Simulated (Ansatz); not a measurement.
| atom | x (Å) | y (Å) | z (Å) |
| --- | --- | --- | --- |
| Mg | 0.0000 | 0.0000 | -0.7550 |
| O | 0.0000 | 0.0000 | 1.1325 |

Basis set: cc-pVDZ (spherical functions). Left uncorrelated: 2 orbitals. Charge 0, multiplicity 1.

Computed with Ansatz (development build ahead of 0.2.0); each method stands on the lowest determinant of its kind that the runs found. Restricted open shells among the atoms or ions are ROHF, correlated in semicanonical orbitals with singles.

The atomization energy at this shape (free ground-state atoms in the same class of orbitals less the molecule, no zero-point energy) of singlet MgO:

```json
{"method": "RHF-MP2", "atomization energy": "1.97 eV"}
```

Question: What does RHF give?

Answer: -1.63 eV. Caution: in another basis set an unrestricted determinant lies well below; the shape is not the minimum. Caution for RHF: the molecule lies well above its atoms at this level.
